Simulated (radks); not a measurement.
Numerical settings for the molybdenum ion Mo2+, [Kr] 4d4. All-electron calculation, Dirac Kohn-Sham, BLYP, spin-unpolarised, spherical densities, finite nucleus; open shells fill j = l - 1/2 first; Fermi nuclear charge, rms radius 4.4091 fm. Program: a radial shooting solver on a logarithmic mesh with Libxc functionals. The defaults (mesh step 0.008 in ln r, mesh end at 40 bohr or more with all orbitals vanishing there, Anderson mixing 0.5 over 9 steps, residual threshold near 1e-9 with the energy settled to 1e-9 hartree or 1e-11 of itself, here a cap of 86 iterations) give E = -4048.8796 hartree and 4d3/2 at -20.813 eV in 15 iterations. Run on one thread of a shared host, so times are rough (Arm Neoverse N1): 0.15 s of CPU time, 0.15 s wall, 15 iterations on 2198 mesh points. Changes against that run (0 stands for a change within the tolerance of the run):

setting                     iterations         converged  E (mhartree)  e(4d3/2) (meV)  CPU (s)
mesh step in ln r 0.003             19               yes             0               0     0.43
mesh step in ln r 0.02              14               yes             0               0     0.07
mesh step in ln r 0.12               4                no      diverged               -     0.01
mesh end (bohr) 5                   15               yes         +12.7            +432     0.14
mesh end (bohr) 1                   86  level above zero     +1.12e+05        +3.7e+05     0.78
residual threshold 0.1               9               yes             0          -0.169     0.11
residual threshold 1e-13            56               yes             0               0     0.33
mixing 0.01                         86               yes             0               0     0.56
linear mixing, mixing 0.5           40               yes             0               0     0.27
linear mixing, mixing 0.05          86                no      +0.00727           -97.3     0.64
mixing history 2                    26               yes             0               0      0.2
iteration cap 5                      5                no       +0.0617           -91.1     0.06

Settled on a wrong energy, with an occupied level pushed above zero by the early mesh end: mesh end (bohr) 1 (+112 hartree). Apart from these: settings that end as converged yet miss the energy by more than 1 mhartree: mesh end (bohr) 5 (+0.0127 hartree). A mesh that ends early acts as a hard wall.
